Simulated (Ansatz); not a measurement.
Geometry optimisation, RKS B3LYP/def2-SVP (Ansatz).

The input (input.yaml):

```yaml
crystal:
  periodic: [false, false, false]
  atoms:
    - { symbol: Zn, position_ang: [0.857046, -0.365633, -0.45768] }
    - { symbol: O, position_ang: [-0.163679, 0.232402, 2.277917] }
    - { symbol: H, position_ang: [-0.58074, -0.56734, 2.627245] }
    - { symbol: O, position_ang: [-0.331303, -0.178397, -1.768544] }
    - { symbol: H, position_ang: [-0.059818, -0.54852, -2.618798] }
    - { symbol: H, position_ang: [1.898275, -0.553242, 0.687934] }
    - { symbol: H, position_ang: [0.758319, -0.05987, 2.079727] }
basis:
  gaussian: { orbitals: def2-SVP }
hamiltonian:
  xc: b3lyp
relax:
  f_tol: 0.03
  max_steps: 50
```

Run as:

```bash
$ ansatz run input.yaml --threads 1 --pin off --max-ram 2048MiB --backend cpu --events-out ev --progress --plain --runs-dir out
```

Q: Where does it end, and by what steps?

A: It converged. After 17 steps the energy has fallen by 0.660 eV; H3 moved furthest, 1.73 Å. Joined: Zn1–O2 (2.98 → 2.22 Å).

| step | energy less start (eV) | largest force component (eV/Å) | accepted |
| --- | --- | --- | --- |
| 0 | 0.0000 | 0.725 | yes |
| 1 | -0.0104 | 1.827 | yes |
| 2 | -0.0648 | 2.548 | yes |
| 3 | -0.1745 | 1.745 | yes |
| 4 | -0.2813 | 0.531 | yes |
| 5 | -0.3182 | 0.754 | yes |
| 6 | -0.3525 | 0.988 | yes |
| 7 | -0.4254 | 0.414 | yes |
| 8 | -0.4605 | 1.064 | yes |
| 9 | -0.4932 | 1.162 | yes |
| 10 | -0.5515 | 0.850 | yes |
| 11 | -0.6077 | 0.825 | yes |
| 12 | -0.6295 | 0.646 | yes |
| 13 | -0.6262 | 0.562 | no |
| 14 | -0.6512 | 0.192 | yes |
| 15 | -0.6385 | 0.338 | no |
| 16 | -0.6591 | 0.040 | yes |
| 17 | -0.6595 | 0.016 | yes |

```xyz
7
Properties=species:S:1:pos:R:3
Zn 1.313 -0.342 -0.057
O 0.054 0.154 1.700
H -0.640 0.020 1.002
O -0.423 -0.482 -0.645
H -0.669 -0.476 -1.575
H 2.841 -0.381 0.039
H -0.098 -0.534 2.363
```

Time of the run: 94 s on 1 thread of Arm Neoverse N1 (shared host), peak memory 0.15 GiB.
